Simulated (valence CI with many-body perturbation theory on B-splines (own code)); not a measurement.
# Rb²⁴⁺: key properties

Level of theory: valence CI with perturbative core correlation (CI+MBPT): three valence electrons over a frozen Dirac-Fock core [Ne], radial functions for each j: 9 s, 9 p, 8 d, 6 f, 3 g, 1 h, with the one-electron correlation potential Σ1 (screened to all orders), the two-electron term Σ2, the three-electron term Σ3, Breit, model QED; selected single and double excitations, second order for the rest, scaled by the run's own slope (own B-spline code, finite nucleus).

No measured spectrum was set against this ion. As an estimate, levels of excited configurations hold to 0.05 to 0.15 % of their energy, terms of the ground configuration to about 0.5 %.

Names give the largest LS component (configuration and term), which can be under half, so a name can repeat, a term be missing and a line seem to break the LS rules; names also repeat where a configuration has a term twice.

Rates and lifetimes use the calculated energies. Strong lines usually hold to 10 to 20 %, long lifetimes can be off by a factor of two.

(1) What is the ground level?

(2) Among levels below 181.83 eV, which E1 lines absorb most strongly from the ground level?

(3) How is the term 2P° of the ground level split?

(4) How well does LS coupling describe the low levels?

(5) Where does the other parity begin?

(6) What is the ionisation energy?

(7) Name the longest-lived excited levels whose lifetime is computed, and their main decay.

## Answers

(1) 3s2 3p 2P°_1/2, composition 98 % 3s2 3p 2P°, g = 0.662.

(2) to 3s2 3d 2D_3/2 at 11.27 nm, f = 0.253; to 3s 3p2 2P_1/2 at 14.43 nm, f = 0.222; to 3s 3p2 2P_3/2 at 12.30 nm, f = 0.157.

(3) J = 1/2 at 0.00, J = 3/2 at 13.79 eV.

(4) Among the lowest 20 levels the leading LS term, summed over configurations, holds 83 % on average. For single configurations the figures are 77 % in LS and 76 % in jj coupling. Terms mix most in the J = 3/2 level at 136.89 eV, where the leading one holds 51 %.

(5) At 3s 3p2 4P_1/2, 53.62 eV.

(6) 1134.6 eV; NIST lists 1125 ± 5 eV (semi-empirical).

(7) 3s2 3p 2P°_3/2 at 13.79 eV lives 80.7 μs, mostly by M1 to 3s2 3p 2P°_1/2. The lifetime of 3s 3p 3d 4F°_9/2 is too uncertain to give, and may be longer.
